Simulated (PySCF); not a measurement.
# Electric field gradients and quadrupole coupling constants

Compound: C₈H₄N₂S.
Bonds: C1–C2 (triple), C2–C3, C3–C4 (aromatic), C4–C5 (aromatic), C5–C6 (aromatic), C6–C7 (aromatic), C7–S8 (aromatic), S8–N9 (aromatic), N9–N10 (aromatic), N10–C11 (aromatic), C3–C11 (aromatic), C7–C11 (aromatic). Hydrogens: H12 on C1; H13 on C4; H14 on C5; H15 on C6.

Field gradients from the PBE0/pcSseg-1 density (PySCF, non-relativistic), principal values in atomic units, ordered |Vxx| ≤ |Vyy| ≤ |Vzz|:

| atom | Vxx | Vyy | Vzz |
| --- | --- | --- | --- |
| S8 | -0.3441 | -1.7551 | 2.0992 |
| N9 | 0.4184 | 0.6916 | -1.1100 |
| N10 | 0.4994 | 0.6246 | -1.1240 |

Q: Find the asymmetry η = (Vxx − Vyy)/Vzz and the couplings χ = eQV/h (234.96 MHz × Q in barn × V in au), with Q(33S) = −0.0678 b, Q(14N) = 0.02044 b.

A: 
```tsv
atom	environment	nucleus	η	χzz (MHz)	χxx (MHz)	χyy (MHz)
S8	ring sulfur	33S	0.67	-33.44	5.48	27.96
N9	pyridine-type nitrogen	14N	0.25	-5.33	2.01	3.32
N10	pyridine-type nitrogen	14N	0.11	-5.40	2.40	3.00
```

Q: What is Vzz at S8 in SI units (1 au = 9.71736 × 10²¹ V/m²)?

A: 2.0992 au = 20.399 × 10²¹ V/m².

Q: And the gradient at the other heavy atoms, for which no coupling is worked out here?

A: 
```csv
atom,environment,Vzz (au),η
C1,terminal alkyne carbon,-0.301,0.12
C2,alkyne carbon,-0.264,0.03
C3,substituted aromatic carbon,0.231,0.76
C4,aromatic CH carbon,0.303,0.13
C5,aromatic CH carbon,0.339,0.06
C6,aromatic CH carbon,0.274,0.29
C7,ring-fusion aromatic carbon,-0.274,0.42
C11,ring-fusion aromatic carbon,-0.185,0.69
```

Were the hydrogens deuterons (Q(2H) = 0.00286 b), χzz would run from 217 kHz (H13) to 266 kHz (H12).

Geometry: GFN2-xTB; no solvent, vibrations or thermal averaging. GFN2-xTB bond lengths can be off by several hundredths of an ångström, more for odd bonds, and the gradients follow them. The small basis limits the accuracy of the gradients.
